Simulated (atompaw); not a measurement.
# Before and after: PAW (atompaw) potential for Pb

Pb (Z = 82), PAW, made with atompaw 4.2.0.5 (PBE, scalar-relativistic). Core [Xe] 4f14 5d10, reference 6s1 6p3. Waves: 6s (bound): rc 2.40 bohr; 6s channel at 0.35 Ry: rc 2.20 bohr; 6p (bound): rc 2.40 bohr; 6p channel at 1.1 Ry: rc 2.15 bohr; 6d channel at 0.1 Ry: rc 2.40 bohr; 6d channel at 1.5 Ry: rc 2.40 bohr. Local part: ultrasoft scheme with l = 3 at 0.5 Ry, radius 2.20 bohr. Core correction: smooth core density matched at 1.75 bohr. Augmentation charge: gaussian compensation charge, radius 2.15 bohr; PAW radius 2.40 bohr; waves and projectors: custom polynom2 7 10 vanderbiltortho.

Change: removed wave 6d channel at 1.5 Ry: rc 2.40 bohr.

Cutoffs: the cutoffs (Ry, on a coarse ladder) from which the occupation-weighted sum of valence levels, in a spherical-Bessel basis at the reference potential, stays within 10 and 1 mRy of its value at 400 Ry; they do not see the model core or the augmentation charge, which bear on the density cutoff.

**Question.** What does the change do?

**Answer.** Both files are so soft that the ladder of cutoffs tells neither apart; the bound ghost in d disappears; the range in which the d phases agree narrows (upper end at the end of the scan → 0.5).

| quantity | base | changed |
| --- | --- | --- |
| cutoff, loose | 10 Ry | 10 Ry |
| cutoff, tight | 12 Ry | 12 Ry |
| bound ghosts | d | none |
| s: phases at 2.41 bohr within 0.05 rad from the reference energy up to (Ry; the scan ends near 5) | to the end of the scan | to the end of the scan |
| p: phases at 2.41 bohr within 0.05 rad from the reference energy up to (Ry; the scan ends near 5) | to the end of the scan | to the end of the scan |
| d: phases at 2.41 bohr within 0.05 rad from the reference energy up to (Ry; the scan ends near 5) | to the end of the scan | 0.5 |
| lowest overlap eigenvalue by channel | s 0.20, p 0.89, d 0.85 | s 0.20, p 0.89, d 1.00 |

 A true bound ghost makes a file unfit for plane-wave use even where its test errors are small: the radial tests pick states by their node count and pass the ghost by. The cutoffs see the waves, projectors and local potential, not the compensation charge or the core.
